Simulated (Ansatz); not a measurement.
Molecule: C4H11Ge, net charge 0, doublet state. It need not be the lowest isomer of its formula. SMILES: [CH2][Ge]([CH3])([CH3])[CH3]
Geometry from a B3LYP-D3(BJ)/def2-TZVP (Ansatz, an electronic-structure program) optimisation:
```
Ge
C 1 1.9370
H 2 1.0844 1 122.51
H 2 1.0845 3 115.02 1 178.31
C 1 1.9687 2 109.15 3 -26.23
H 5 1.0902 1 110.59 2 -61.39
H 5 1.0906 6 108.49 1 -121.23
H 5 1.0907 6 108.54 7 -117.58
C 1 1.9696 2 109.25 3 -147.15
H 9 1.0901 1 110.60 2 61.72
H 9 1.0906 10 108.49 1 121.21
H 9 1.0907 10 108.59 11 117.62
C 1 1.9751 2 110.01 3 93.44
H 13 1.0900 1 110.49 2 -60.22
H 13 1.0901 14 108.54 1 -121.27
H 13 1.0910 14 108.69 15 -118.01
```
Charge 0, spin multiplicity 2.

Computed values are from Ansatz. Cores are frozen in the correlated levels unless marked. Open shells are spin-unrestricted. No spin-orbit coupling. Frozen are the shells of the preceding noble gas and the d and f shells that filled before the atom's block. No relativistic terms. CBS(X,Y): correlation extrapolated as X^-3; Hartree-Fock from the larger set. [CCSD(T)-MP2]/basis is that difference in the basis named.

| Quantity | Result |
|---|---|
| atomisation energy De | 5826.8 kJ/mol at RI-MP2/CBS(cc-pVTZ,cc-pVQZ)+[CCSD(T)-MP2]/cc-pVTZ |
| total energy | -2234.3205 Eh at RI-MP2/CBS(cc-pVTZ,cc-pVQZ)+[CCSD(T)-MP2]/cc-pVTZ |
| dipole moment | 0.13 D at CCSD(T)/aug-cc-pVDZ |
| T1 diagnostic | 0.010 at CCSD/cc-pVTZ |
